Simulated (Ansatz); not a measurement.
Al(Cl)(OH)(SeH) (AlClH2OSe), SMILES [OH][Al]([Cl])[SeH].

Geometry: r2SCAN-D4/def2-SVP. The structure was generated by enumeration; whether it is a known compound was not checked. One conformer was computed; it need not be the lowest.

Two levels are set side by side: PBE/def2-SVPD (Ansatz, a program for electronic structure) and CAM-B3LYP/def2-SVPD (Ansatz). Energy differences of separate SCF runs at the same geometry; the states with an electron removed or added have multiplicity 2 and 2. Differences are taken from unrounded values.

| quantity | CAM-B3LYP |
|---|---|
| vertical ionisation energy (eV) | 9.89 |
| vertical singlet–triplet gap (eV) | 5.27 |

Q: What does PBE give, and how far is it from CAM-B3LYP? (The exact figures need the calculation; the answer reports its results.)

A: 
```
quantity                            PBE  PBE minus CAM-B3LYP
---------------------------------  ----  -------------------
vertical ionisation energy (eV)    9.64                -0.24
vertical singlet–triplet gap (eV)  4.87                -0.40
```
